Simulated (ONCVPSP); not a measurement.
**u(r) = r·R(r): atom against pseudo-atom (Ni (Z = 28))**

Columns: radius, all-electron u(r) and pseudo u(r) of the 3p shell (level -71.39 eV) of nickel in the configuration [Ne] 3s2 3p6 3d8 4s2; PBE, scalar-relativistic, ONCV scheme, ONCVPSP 4.0.1.

```json
{"r (bohr)": "0.070", "all-electron": "-0.4536", "pseudo": "0.0388"}
{"r (bohr)": "0.140", "all-electron": "-0.6349", "pseudo": "0.1495"}
{"r (bohr)": "0.210", "all-electron": "-0.3791", "pseudo": "0.3156"}
{"r (bohr)": "0.280", "all-electron": "0.0554", "pseudo": "0.5144"}
{"r (bohr)": "0.350", "all-electron": "0.4828", "pseudo": "0.7196"}
{"r (bohr)": "0.420", "all-electron": "0.8203", "pseudo": "0.9068"}
{"r (bohr)": "0.490", "all-electron": "1.0479", "pseudo": "1.0564"}
{"r (bohr)": "0.560", "all-electron": "1.1747", "pseudo": "1.1567"}
{"r (bohr)": "0.630", "all-electron": "1.2208", "pseudo": "1.2036"}
{"r (bohr)": "0.700", "all-electron": "1.2085", "pseudo": "1.2007"}
{"r (bohr)": "0.770", "all-electron": "1.1574", "pseudo": "1.1574"}
{"r (bohr)": "0.840", "all-electron": "1.0822", "pseudo": "1.0855"}
{"r (bohr)": "0.910", "all-electron": "0.9945", "pseudo": "0.9974"}
{"r (bohr)": "0.980", "all-electron": "0.9018", "pseudo": "0.9033"}
{"r (bohr)": "1.050", "all-electron": "0.8095", "pseudo": "0.8098"}
{"r (bohr)": "1.120", "all-electron": "0.7209", "pseudo": "0.7208"}
{"r (bohr)": "1.190", "all-electron": "0.6379", "pseudo": "0.6378"}
{"r (bohr)": "1.260", "all-electron": "0.5616", "pseudo": "0.5615"}
{"r (bohr)": "1.330", "all-electron": "0.4923", "pseudo": "0.4922"}
{"r (bohr)": "1.400", "all-electron": "0.4301", "pseudo": "0.4300"}
{"r (bohr)": "1.470", "all-electron": "0.3747", "pseudo": "0.3746"}
{"r (bohr)": "1.540", "all-electron": "0.3256", "pseudo": "0.3256"}
{"r (bohr)": "1.610", "all-electron": "0.2824", "pseudo": "0.2824"}
{"r (bohr)": "1.680", "all-electron": "0.2445", "pseudo": "0.2445"}
{"r (bohr)": "1.750", "all-electron": "0.2114", "pseudo": "0.2114"}
{"r (bohr)": "1.820", "all-electron": "0.1825", "pseudo": "0.1825"}
```

(1) How many radial nodes do the two functions have?

(2) At about which radius was the pseudo-wave matched?

(3) Is the pseudo-wave norm-conserving?

## Answers

(1) The all-electron 3p function has n − l − 1 = 1; the pseudo-wave has 0, since the states of the same l below it are removed with the core.

(2) 1.20 bohr. The columns agree to 0.0005 from 1.05 bohr on; several derivatives are matched, so the curves merge somewhat inside the radius.

(3) Yes: the ONCV scheme keeps the norm inside the radius equal to the all-electron one, which fixes the energy derivative of the logarithmic derivative at the level.
